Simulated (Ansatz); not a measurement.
Species: H3BS, SMILES `BS` (charge 0, multiplicity 1).

**Question.** Give a relaxed geometry from Ansatz (a quantum-chemistry and plane-wave program) with B3LYP-D3(BJ)/def2-TZVP.

**Answer.** This is not unique; one that fits is the end point of this relaxation, one of several conformers (outside a Z-matrix the atoms follow the SMILES, hydrogens last).
Bond lengths (Å): B1–S2 1.771, B1–H3 1.187, B1–H4 1.186, S2–H5 1.345. Bond angles (°): S2–B1–H3 115.8, S2–B1–H4 121.5, H3–B1–H4 122.7, B1–S2–H5 99.5.
